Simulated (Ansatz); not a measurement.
Start from `[SeH][SiH2][TeH]` and change one atom or group to get `[SiH3][SeH]`.

Ansatz, PBE0-D4/def2-TZVP geometries, multiplicity 1. Each molecule was computed in one conformer, which needn't be the lowest.

Elements past krypton have def2 core potentials. Scalar relativity is left out up to krypton.

| property | `[SeH][SiH2][TeH]` |
| --- | --- |
| HOMO–LUMO gap (B3LYP/def2-TZVPP) / eV | 5.32 |
| LUMO energy (ωB97M-V/def2-TZVPP) / eV | 0.84 |
| size of the dipole moment (PBE/def2-TZVPP) / D | 0.77 |
| HOMO energy (PBE0/def2-TZVPP) / eV | -6.70 |
| HOMO energy (B3LYP/def2-TZVPP) / eV | -6.48 |
| ideal-gas entropy at 298 K and 1 bar (rigid rotor, harmonic PBE0-D4/def2-TZVP) / J/(mol·K) | 356 |

Q: What does the change do to each property? (Estimate.)

A: The calculation gave: 
```tsv
property	`[SiH3][SeH]`	shift
HOMO–LUMO gap (B3LYP/def2-TZVPP) / eV	6.54	1.22
LUMO energy (ωB97M-V/def2-TZVPP) / eV	1.60	0.76
size of the dipole moment (PBE/def2-TZVPP) / D	0.79	0.02
HOMO energy (PBE0/def2-TZVPP) / eV	-7.11	-0.41
HOMO energy (B3LYP/def2-TZVPP) / eV	-6.86	-0.38
ideal-gas entropy at 298 K and 1 bar (rigid rotor, harmonic PBE0-D4/def2-TZVP) / J/(mol·K)	287	-69
```

With PBE0 the HOMO falls by 0.41 eV and the LUMO rises by 0.83 eV, so the gap widens by about 1.24 eV. PBE moves the HOMO by -0.27 eV and ωB97M-V by -0.49 eV. The zero-point energy changes by 0.8 kJ/mol with -3 modes. Dipoles are sizes alone; their direction can turn.

B3LYP here is the variant with VWN-RPA as its local correlation; programs differ in this.

Spin–orbit coupling is left out; it splits and shifts lone-pair levels of the heavy atoms by tenths of an eV.
